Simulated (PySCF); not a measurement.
Vertical excitations of a molecule C4H5Cl2F from PySCF 2.14.0 with TDA-B3LYP/def2-SVPD, as energy in eV (oscillator strength): 6.03 (0.009), 6.65 (0.071), 6.71 (0.006), 6.79 (0.006), 6.85 (0.022), 7.16 (0.013), 7.19 (0.007), 7.25 (0.014), 7.39 (0.054), 7.47 (0.013). Lowest triplet (TDA): 4.28 eV. Geometry: r2SCAN-D4/def2-SVP. One conformer was computed; it need not be the lowest.

Q: Pick the molecule that these values belong to.
A. F/C(=C\Cl)CCCl
B. C=C(F)CC(Cl)Cl
C. F/C=C(\Cl)CCCl
D. C=CCC(F)(Cl)Cl

A: B, C=C(F)CC(Cl)Cl
